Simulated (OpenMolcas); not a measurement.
## Ni+: from CASSCF to CASPT2

```
Program             : OpenMolcas
Basis               : ANO-RCC-VDZP [5s4p2d1f]
Scalar Hamiltonian  : DKH2, point nucleus
Active space        : 9 electrons in 6 orbitals (3d 4s)
State averaging     : 2S+1 = 2 even, 29 roots; 2S+1 = 4 even, 10 roots kept (CI in the orbitals of an earlier block)
Spin-orbit coupling : state interaction with AMFI integrals over the reference wave functions, term energies averaged over their components
```

Methods on the same reference wave functions:
A. CASSCF
B. SS-CASPT2, IPEA 0.25 Eh, imaginary shift 0.1 Eh (closed shells correlated: 3s 3p)
C. MS-CASPT2, IPEA 0.25 Eh, imaginary shift 0.1 Eh (closed shells correlated: 3s 3p)
D. XMS-CASPT2, IPEA 0.25 Eh, imaginary shift 0.1 Eh (closed shells correlated: 3s 3p)

Energies in cm⁻¹ above 3d⁸ 4s ⁴F_9/2.

```json
{"Level": "3d⁸ 4s ⁴F_9/2", "A": "0.0", "B": "0.0", "C": "0.0", "D": "0.0"}
{"Level": "3d⁸ 4s ⁴F_7/2", "A": "948", "B": "936", "C": "936", "D": "887"}
{"Level": "3d⁸ 4s ⁴F_5/2", "A": "1724", "B": "1706", "C": "1715", "D": "1692"}
{"Level": "3d⁸ 4s ⁴F_3/2", "A": "2273", "B": "2240", "C": "2260", "D": "2250"}
{"Level": "3d⁸ 4s ²F_7/2", "A": "6717", "B": "5720", "C": "5720", "D": "3800"}
{"Level": "3d⁸ 4s ²F_5/2", "A": "8195", "B": "7100", "C": "7180", "D": "5230"}
{"Level": "3d⁸ 4s ²D_5/2 [63 %]", "A": "17955", "B": "10910", "C": "15380", "D": "14440"}
{"Level": "3d⁸ 4s ²D_3/2", "A": "18378", "B": "11000", "C": "15710", "D": "14600"}
{"Level": "3d⁸ 4s ⁴P_3/2", "A": "20198", "B": "17670", "C": "17740", "D": "17670"}
{"Level": "3d⁸ 4s ⁴P_1/2", "A": "20441", "B": "17990", "C": "17990", "D": "17950"}
{"Level": "3d⁹ ²D_3/2", "A": "21543", "B": "-6420", "C": "-11260", "D": "-20020"}
{"Level": "3d⁸ 4s ²P_3/2", "A": "26092", "B": "22450", "C": "22500", "D": "21230"}
{"Level": "3d⁸ 4s ²P_1/2", "A": "26648", "B": "23040", "C": "23040", "D": "21770"}
{"Level": "3d⁸ 4s ²G_9/2", "A": "27459", "B": "25560", "C": "25560", "D": "24420"}
{"Level": "3d⁸ 4s ²G_7/2", "A": "27463", "B": "25560", "C": "25560", "D": "24420"}
```

B puts 3d⁹ ²D_5/2 lowest. C puts 3d⁹ ²D_5/2 lowest. D puts 3d⁹ ²D_5/2 lowest.

Among B to D the level of the table that moves most is 3d⁹ ²D_3/2, by 14000 cm-1 (lowest in D, highest in B). Moves below CASPT2's spread within the term are not significant.

From A to B the spin-free energies of the other terms of 3d⁸ 4s shown, above ⁴F, scale by factors of 0.57 to 0.93.

The lowest spin-free term lies below A's lowest term by 0.537 hartree in B, 0.559 hartree in C, 0.605 hartree in D.

Term energies are means over components that CASPT2 splits; among the terms shown or strongly mixed into the levels shown the widest spread is 1500 cm-1 (3d⁸ 4s ²F, D). Over all roots computed the reference weight is 0.87 to 0.92 in D; the roots of lowest weight are the least certain, and an intruder state may touch them. Terms from blocks run as CI alone lack orbitals of their own. A single d shell beside an s shell can misplace configurations of different d count against each other. Without dynamic correlation excited terms often stand tens of per cent too high (terms of higher spin than the ground term too low), and those without a measured partner can miss by more than the paired ones (holds for A). The lowest computed level is not the ground level that NIST lists (2D5/2) (holds for A). Some levels mix across a computed gap that differs much from the measured one, so their mixing is not that of the real levels (holds for C; D). Only configurations of the active space appear. The table leaves out levels that lie high or whose names do not pair safely across all columns.

A share in square brackets marks a mixed level and gives the weight of the term that names it, the lowest over the columns.
